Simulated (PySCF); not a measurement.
## BeCl: mean field, correlation and small terms against distance

State: ²Σ⁺, doublet, unpaired electrons σ ↑. ROHF-based CCSD(T) in PySCF 2.14 with Be cc-pVTZ, Cl cc-pV(T+d)Z and Be cc-pVQZ, Cl cc-pV(Q+d)Z (frozen core orbitals: 6; no relativity). Correlation energies are extrapolated as n⁻³ (n = 3, 4), Hartree–Fock as (n+1)·exp(−9√n). CV is the change on freezing 1 orbitals instead, in Be cc-pCVTZ, Cl cc-pwCVTZ. SR is the spin-free X2C energy in Be cc-pVTZ-DK, Cl cc-pVTZ-DK less the non-relativistic one in Be cc-pVTZ, Cl cc-pVTZ. All energies in eV from Be + Cl.

```csv
R (Å),HF/CBS,CCSD corr.,(T),CV,SR,total
1.6030,-3.257,-0.106,-0.1100,-0.0478,0.0091,-3.512
1.6758,-3.608,-0.087,-0.1122,-0.0372,0.0110,-3.833
1.7487,-3.777,-0.071,-0.1148,-0.0283,0.0120,-3.980
1.8216,-3.814,-0.060,-0.1175,-0.0210,0.0126,-4.000
1.8944,-3.754,-0.052,-0.1206,-0.0149,0.0127,-3.929
1.9855,-3.587,-0.045,-0.1247,-0.0088,0.0125,-3.753
2.0766,-3.351,-0.042,-0.1290,-0.0039,0.0120,-3.514
```

A fit to the total gives Re = 1.7980 Å, De = 4.005 eV, ωe = 846.9 cm⁻¹, Be = 0.7277 cm⁻¹ (masses 9.0122 and 34.9689 u).

Question: At R = 1.8216 Å the CCSD correlation energy is -0.229603 hartree in the smaller basis and -0.249439 in the larger. Extrapolate it.

Answer: (4³·E4 − 3³·E3)/(4³ − 3³) = -0.26391 hartree; the larger basis holds 94.5 % of it.

The T1 diagnostic is 0.014. The state was picked by a PBE0 search and need not be the measured ground state. Spin–orbit coupling, excitations beyond (T) and corrections to the Born–Oppenheimer picture are left out.
